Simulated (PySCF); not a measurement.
C2H5BCl2, SMILES CCB(Cl)Cl. Heavy atoms are numbered as in [B:1]([Cl:2])([Cl:3])[CH2:4][CH3:5]. Hydrogens are named by the atom that carries them.

Geometry: B3LYP-D3(BJ)/def2-SVP. Other conformers were not sampled.

Method: CAM-B3LYP/def2-TZVP run with PySCF.

ESP charges are fitted to the potential on shells at 1.4 to 2.0 van der Waals radii. Atomic charges (e), one atom of each kind:

```tsv
atom	Löwdin	ESP fit
B1	-1.28	0.17
Cl2	0.58	-0.12
C4 (CH2)	-0.28	0.16
C5 (CH3)	-0.31	-0.22
H on C4	0.17	-0.01
H on C5	0.12	0.05
```

Computed Mayer and Wiberg (Löwdin basis) orders of the bonds:
| bond | Mayer | Wiberg |
|---|---|---|
| B1–Cl2 | 1.32 | 2.14 |
| B1–Cl3 | 1.32 | 2.13 |
| B1–C4 | 1.05 | 1.31 |
| C4–C5 | 0.94 | 1.26 |
